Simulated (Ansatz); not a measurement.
Problem. Name a neutral molecule of B, F, Ge and H with size of the dipole moment (ωB97M-V/def2-TZVPP) between 2.20 and 2.50 D and LUMO energy (PBE0/def2-TZVPP) between -3.00 and -2.70 eV (Ansatz, PBE0-D4/def2-TZVP geometry).

Solution. `[BH2][GeH2][F]` (2.40 D, -2.80 eV). Other molecules can fit too; these were computed, each in one conformer that needn't be the lowest.
